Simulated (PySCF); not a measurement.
## Which determinant of GaAs lies lowest?

Unrestricted PBE0; Ga def2-TZVPPD, As def2-TZVPPD; no relativity (PySCF 2.14). Outer shells of the fragments: Ga 3d10 4s2 4p1; As 3d10 4s2 4p3.

Followed along the bond (rough minima from three points):

```
2Ms+1  unpaired  ⟨S²⟩ at the start  R at minimum (Å)  Te (eV)
    3      π ↑↑               2.01              2.56     0.00
    3  σ ↑, π ↑               2.01              2.34     0.12
    1  σ ↓, π ↑               1.02              2.32     0.30
    1      π ↑↓               1.01              2.56     0.30
    1      none               0.00  none in the scan   ≤ 1.07
```

Solutions found at the starting distance of 2.380 Å, counted from the lowest of them; the search is not exhaustive and high or unbound solutions are not listed, so other states can lie among these:

```json
{"2Ms+1": "3", "unpaired": "π ↑↑", "term": "³Σ⁻", "E (eV)": "0.00", "⟨S²⟩": "2.01", "⟨Lz²⟩": "0.00", "μ (D)": "-0.44"}
{"2Ms+1": "3", "unpaired": "σ ↑, π ↑", "term": "³Π", "E (eV)": "0.00", "⟨S²⟩": "2.01", "⟨Lz²⟩": "1.02", "μ (D)": "-2.19"}
{"2Ms+1": "1", "unpaired": "σ ↓, π ↑", "term": "mixed", "E (eV)": "0.20", "⟨S²⟩": "1.02", "⟨Lz²⟩": "1.02", "μ (D)": "-2.27"}
{"2Ms+1": "1", "unpaired": "π ↑↓", "term": "mixed", "E (eV)": "0.30", "⟨S²⟩": "1.01", "⟨Lz²⟩": "2.02", "μ (D)": "-0.39"}
{"2Ms+1": "1", "unpaired": "none", "term": "¹Σ⁺", "E (eV)": "1.18", "⟨S²⟩": "0.00", "⟨Lz²⟩": "0.00", "μ (D)": "-3.44"}
{"2Ms+1": "1", "unpaired": "none", "term": "mixed", "E (eV)": "1.23", "⟨S²⟩": "0.00", "⟨Lz²⟩": "2.01", "μ (D)": "-0.15"}
```

A term symbol is given only where ⟨S²⟩ and ⟨Lz²⟩ are close to those of a pure state; real π, δ and φ orbitals otherwise mix terms. A positive dipole means Ga(−)As(+).

Task: Compare the gap between the two lowest followed solutions at the starting distance with the gap between their minima.

Result: At PBE0 the second solution (triplet, unpaired electrons σ ↑, π ↑) lies +0.00 eV from the first (triplet, unpaired electrons π ↑↑) at 2.380 Å and +0.12 eV at the minima; the two curves relax by different amounts, since their minima lie near 2.34 and 2.56 Å.

Spin–orbit coupling is left out.
